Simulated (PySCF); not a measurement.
A species of formula C5H8Si has this rotational fingerprint, computed with PBE0-D3(BJ)/def2-SVP geometry optimisation, gas phase (PySCF 2.14.0):

- Rotational constants: A = 3674, B = 2143, C = 1518 MHz
- Dipole components: |μa| = 0.20 D, |μb| = 0.15 D, |μc| = 0.56 D
- Inertial defect: -40.39 u·Å²
- κ: -0.42

Question: Which structure is it? (One computed conformer of each.)
A. `[CH:1]#[C:2][C:3](=[CH2:4])[SiH2:5][CH3:6]` with C2–C3–Si5–C6 -57°
B. `[CH:1]#[C:2][SiH:3]1[CH2:4][CH2:5][CH2:6]1` with C2–Si3–C4–C5 -136°, Si3–C4–C5–C6 23°, C4–C5–C6–Si3 -23°, C2–Si3–C6–C5 136°
C. `CC#C[SiH]1CC1`

Answer: A. It is C#CC(=C)[SiH2]C, an asymmetric top, point group C1. The candidates at the same level (rigid rotor, commonest isotopes):

| SMILES | A (MHz) | B (MHz) | C (MHz) | μa (D) | μb (D) | μc (D) | Δ (u·Å²) | point group | rotor |
| --- | --- | --- | --- | --- | --- | --- | --- | --- | --- |
| CC#C[SiH]1CC1 | 9534 | 1181 | 1158 | 1.52 | 0.34 | 0.01 | -44.51 | – | – |
| C#C[SiH]1CCC1 | 7150 | 1722 | 1587 | 0.02 | 0.00 | 0.52 | -45.76 | Cs | near-prolate asymmetric top |
| C#CC(=C)[SiH2]C | 3674 | 2143 | 1518 | 0.20 | 0.15 | 0.56 | -40.39 | C1 | asymmetric top |

`CC#C[SiH]1CC1` has A 159 % too high; `C#C[SiH]1CCC1` has A 95 % too high. No structure here is proved a minimum.
